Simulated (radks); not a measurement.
Values are calculated unless marked as measured or tabulated.
The mean radii <r> (bohr) of the occupied orbitals of an atom or ion are listed with their occupations. Code: a radial shooting solver on a logarithmic mesh with Libxc functionals. Model: Dirac Kohn-Sham, BLYP, spin-unpolarised, spherical densities, finite nucleus; Fermi nuclear charge, rms radius of each element as measured or else 0.836 A^(1/3) + 0.57 fm.

orbital  occ.      <r>
1s1/2       2  0.03111
2s1/2       2   0.1344
2p1/2       2   0.1140
2p3/2       4   0.1191
3s1/2       2   0.3656
3p1/2       2   0.3566
3p3/2       4   0.3671
3d3/2       4   0.3378
3d5/2       6   0.3411
4s1/2       2   0.8112
4p1/2       2   0.8335

Name the element and its charge. Open shells, if any, fill j = l - 1/2 first.

Answer. Z = 47, silver, charge +15: Ag15+ in [Ar] 3d10 4s2 4p2. The 1s radius gives Z: for a bare nucleus <r> = (2 gamma + 1)/(2Z) with gamma = sqrt(1 - (Z/c)^2), 0.03062 bohr for Z = 47, and screening makes it slightly larger (0.03111 here). The occupations add up to 32, and the charge is Z minus that.
